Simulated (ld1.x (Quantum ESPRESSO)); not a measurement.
# An all-electron radial function and its pseudo partner (potassium (K))

Columns: radius, all-electron u(r) and pseudo u(r) of the 3p shell (level -24.96 eV) of potassium in the configuration [Ne] 3s2 3p6 3d0 4s0 4p0; BP86, scalar-relativistic, TM scheme, ld1.x (Quantum ESPRESSO) 7.5.

```
r (bohr)  all-electron   pseudo
   0.118        0.3243  -0.0255
   0.235        0.4278  -0.0980
   0.353        0.2414  -0.2098
   0.470       -0.0488  -0.3454
   0.588       -0.3341  -0.4906
   0.705       -0.5630  -0.6264
   0.822       -0.7272  -0.7401
   0.940       -0.8304  -0.8232
   1.058       -0.8814  -0.8708
   1.175       -0.8921  -0.8847
   1.292       -0.8745  -0.8710
   1.410       -0.8372  -0.8362
   1.528       -0.7878  -0.7877
   1.645       -0.7321  -0.7321
   1.763       -0.6729  -0.6729
   1.880       -0.6139  -0.6139
   1.998       -0.5559  -0.5559
   2.115       -0.5010  -0.5010
   2.232       -0.4495  -0.4495
   2.350       -0.4012  -0.4012
   2.468       -0.3568  -0.3568
   2.585       -0.3168  -0.3168
   2.702       -0.2804  -0.2804
   2.820       -0.2473  -0.2473
   2.938       -0.2176  -0.2176
   3.055       -0.1914  -0.1914
```

How many radial nodes do the two functions have?

The all-electron 3p function has n − l − 1 = 1; the pseudo-wave has 0, since the states of the same l below it are removed with the core.

At about which radius was the pseudo-wave matched?

2.00 bohr. The columns agree to 0.0005 from 1.53 bohr on; several derivatives are matched, so the curves merge somewhat inside the radius.

Is the pseudo-wave norm-conserving?

Yes: the TM scheme keeps the norm inside the radius equal to the all-electron one, which fixes the energy derivative of the logarithmic derivative at the level.
